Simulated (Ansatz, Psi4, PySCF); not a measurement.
Atom: silicon atom, Si, net charge 0, triplet state.

Property: ionisation energy to the doublet, in eV. Set-up: spin-orbit terms left out; each state is the SCF solution reached for its charge and spin; valence correlation only; 6-31G* and kin with 6d, 5d where marked; UHF or UKS for open shells; non-relativistic; 6-311+G** with 5d, 6d on Na to Ar in Ansatz (an electronic-structure program). CBS(X,Y): correlation extrapolated as X^-3; Hartree-Fock from the larger set.

Measured values: NIST ASD by pymatgen's periodic table; they hold spin-orbit and core effects. 

Value to compare with, the measured value: 8.15 eV.

```json
[
 {"level": "HF/6-311+G**", "program": "Ansatz", "ionisation energy to the doublet (eV)": "7.63", "error": "-0.52"},
 {"level": "PBE/6-31G*", "program": "Ansatz", "ionisation energy to the doublet (eV)": "8.19", "error": "0.04"},
 {"level": "B3LYP/6-31G*", "program": "Ansatz", "ionisation energy to the doublet (eV)": "8.11", "error": "-0.04"},
 {"level": "M06-2X/6-31G* (5d)", "program": "PySCF", "ionisation energy to the doublet (eV)": "7.97", "error": "-0.18"},
 {"level": "wB97X-D/6-31G*", "program": "Psi4", "ionisation energy to the doublet (eV)": "8.11", "error": "-0.04"},
 {"level": "MP2/6-311+G**", "program": "Ansatz", "ionisation energy to the doublet (eV)": "7.80", "error": "-0.35"},
 {"level": "PBE0/def2-TZVPD", "program": "Ansatz", "ionisation energy to the doublet (eV)": "8.22", "error": "0.07"},
 {"level": "wB97M-V/def2-TZVPD", "program": "Ansatz", "ionisation energy to the doublet (eV)": "7.92", "error": "-0.23"},
 {"level": "CCSD(T)/CBS(aug-cc-pV(T+d)Z,aug-cc-pV(Q+d)Z)", "program": "Ansatz", "ionisation energy to the doublet (eV)": "8.15", "error": "0.00"}
]
```

Among the 6 habitual levels, HF/6-311+G** lies farthest from the measured value (-0.52 eV); 1 of 6 lie above it, and their mean absolute error is 0.19 eV, the median 0.11. One case shows no general order.

The levels are drawn from those run, B3LYP/6-31G* more often than the rest, none by its result; runs whose electronic state is in doubt are left out.
